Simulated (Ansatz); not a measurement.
Basis-set extrapolation for CH$_{8}$O$_{4}$Si$_{2}$, SMILES `C[SiH](O)O[SiH](O)O` (PBE0-D4/def2-TZVP geometry, frozen core, Ansatz). Multiplicity 1, RHF reference.

|  | def2-TZVPP | def2-QZVPP |
| --- | --- | --- |
| HF | -920.323894 | -920.360218 |
| MP2 correlation | -1.368169 | -1.477655 |
| CCSD(T) correlation | -1.456556 | not run |

Energies in hartree. Use E(X) = E(∞) + A·exp(−7.88·√X) for Hartree–Fock and E(X) = E(∞) + B·X^(−2.97) for correlation, with X = 3 and 4, and add CCSD(T) minus MP2 of the smaller set to the MP2 limit.

What is the CCSD(T) energy at the basis-set limit?

HF limit: -920.360218 + (-0.036324) × 0.13774 = -920.36522. MP2 limit: -1.477655 + (-0.109486) × 0.74074 = -1.55876. Higher-order term: -1.456556 − (-1.368169) = -0.08839. Total: -922.01237 hartree, 145.5 kcal/mol below CCSD(T)/def2-TZVPP.
